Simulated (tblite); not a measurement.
Isomers of C5H11N2PSi. Method: GFN2-xTB as coded in tblite; computed harmonic values from a numerical Hessian at the method's own geometry, unscaled. Against measured fundamentals such values can be off by several per cent, at times by over 20. Modes of hydrogen on phosphorus and silicon can be 10 to 20 % off. One conformer each.

Electronic energies: GFN2-xTB at the same geometries; isomer energies are rough at this level and their order can be wrong.

| SMILES | electronic energy, lowest = 0 (kcal/mol) |
| --- | --- |
| N#C[C@@H]1CC[Si@H](P)NC1 | 11.6 |
| CNP1(=N[SiH3])C=CC=C1 | 8.4 |
| Cc1nn([SiH](C)C)cp1 | 0.0 |

Task: How do GFN2-xTB zero-point energies change the relative energies?

Result: 
| SMILES | ZPE (kcal/mol) | of it from modes above 1550 cm⁻¹ | electronic (kcal/mol) | with ZPE, lowest = 0 (kcal/mol) | lowest mode (cm⁻¹) | rings |
| --- | --- | --- | --- | --- | --- | --- |
| Cc1nn([SiH](C)C)cp1 | 95.8 | 46.7 | 0.0 | 0.0 | 17 | 1 |
| CNP1(=N[SiH3])C=CC=C1 | 91.9 | 47.1 | 8.4 | 4.4 | 51 | 1 |
| N#C[C@@H]1CC[Si@H](P)NC1 | 95.4 | 47.7 | 11.6 | 11.2 | 33 | 1 |

The zero-point energies span 3.9 kcal/mol, from `CNP1(=N[SiH3])C=CC=C1` to `Cc1nn([SiH](C)C)cp1`. The order is unchanged.
